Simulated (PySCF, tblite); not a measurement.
Isomers of C5H8F3NSi. Computed with GFN2-xTB (tblite): harmonic, unscaled wavenumbers at the GFN2-xTB geometry, gas phase. This tight-binding method is rough: wavenumbers can miss measured ones by several per cent, in bad cases by 10 to 20. Modes of hydrogen on silicon can be 10 to 20 % off. One conformer each.

Electronic energies: PBE0/pcSseg-1 single points on the GFN2-xTB geometries (PySCF, gas phase).

| SMILES | electronic energy, lowest = 0 (kJ/mol) |
| --- | --- |
| C=C([SiH3])/C=N\CC(F)(F)F | 148.7 |
| C[SiH2][C@H](C#N)CC(F)(F)F | 0.0 |
| FC(F)(F)C[C@H]1C=NC[SiH2]1 | 31.7 |
| C#C[Si@@H](NCC)C(F)(F)F | 119.4 |
| C=N[SiH2]CC(=C)C(F)(F)F | 87.2 |
| C#C[C@H](N(C)[SiH3])C(F)(F)F | 208.4 |

Task: How do GFN2-xTB zero-point energies change the relative energies?

Result: 
| SMILES | ZPE (kJ/mol) | of it from modes above 1550 cm⁻¹ | electronic (kJ/mol) | with ZPE, lowest = 0 (kJ/mol) | lowest mode (cm⁻¹) | rings |
| --- | --- | --- | --- | --- | --- | --- |
| C[SiH2][C@H](C#N)CC(F)(F)F | 315.9 | 149.4 | 0.0 | 0.0 | 34 | 0 |
| FC(F)(F)C[C@H]1C=NC[SiH2]1 | 322.0 | 144.7 | 31.7 | 37.8 | 33 | 1 |
| C=N[SiH2]CC(=C)C(F)(F)F | 312.4 | 156.7 | 87.2 | 83.8 | 29 | 0 |
| C#C[Si@@H](NCC)C(F)(F)F | 320.3 | 157.5 | 119.4 | 123.8 | 17 | 0 |
| C=C([SiH3])/C=N\CC(F)(F)F | 307.1 | 150.9 | 148.7 | 140.0 | 30 | 0 |
| C#C[C@H](N(C)[SiH3])C(F)(F)F | 307.4 | 145.5 | 208.4 | 199.9 | 37 | 0 |

The zero-point energies span 14.9 kJ/mol, from `C=C([SiH3])/C=N\CC(F)(F)F` to `FC(F)(F)C[C@H]1C=NC[SiH2]1`. The order is unchanged.

Task: And how do the electronic energies of GFN2-xTB itself compare?

Result: `C[SiH2][C@H](C#N)CC(F)(F)F` 43.8; `FC(F)(F)C[C@H]1C=NC[SiH2]1` 0.0; `C=N[SiH2]CC(=C)C(F)(F)F` 53.7; `C#C[Si@@H](NCC)C(F)(F)F` 98.0; `C=C([SiH3])/C=N\CC(F)(F)F` 94.7; `C#C[C@H](N(C)[SiH3])C(F)(F)F` 59.6 kJ/mol, lowest = 0. Against the energies above, taken from the same isomer `C[SiH2][C@H](C#N)CC(F)(F)F`, the largest difference is 192.6 kJ/mol.

Task: What do entropy and thermal enthalpy add at 298.15 K and 1 bar (rigid rotor, harmonic oscillator, one conformer each)?

Result: 
| SMILES | point group | symmetry number | S (J/(mol K)) | H − H(0) (kJ/mol) | ZPE + H − H(0) − TS (kJ/mol) |
| --- | --- | --- | --- | --- | --- |
| C[SiH2][C@H](C#N)CC(F)(F)F | C1 | 1 | 461.0 | 34.43 | 212.9 |
| FC(F)(F)C[C@H]1C=NC[SiH2]1 | C1 | 1 | 428.0 | 30.04 | 224.4 |
| C=N[SiH2]CC(=C)C(F)(F)F | C1 | 1 | 462.6 | 34.12 | 208.6 |
| C=C([SiH3])/C=N\CC(F)(F)F | C1 | 1 | 466.4 | 34.04 | 202.1 |
| C#C[C@H](N(C)[SiH3])C(F)(F)F | C1 | 1 | 457.7 | 34.82 | 205.8 |

Not tabulated: `C#C[Si@@H](NCC)C(F)(F)F` (lowest mode only 17 cm⁻¹).
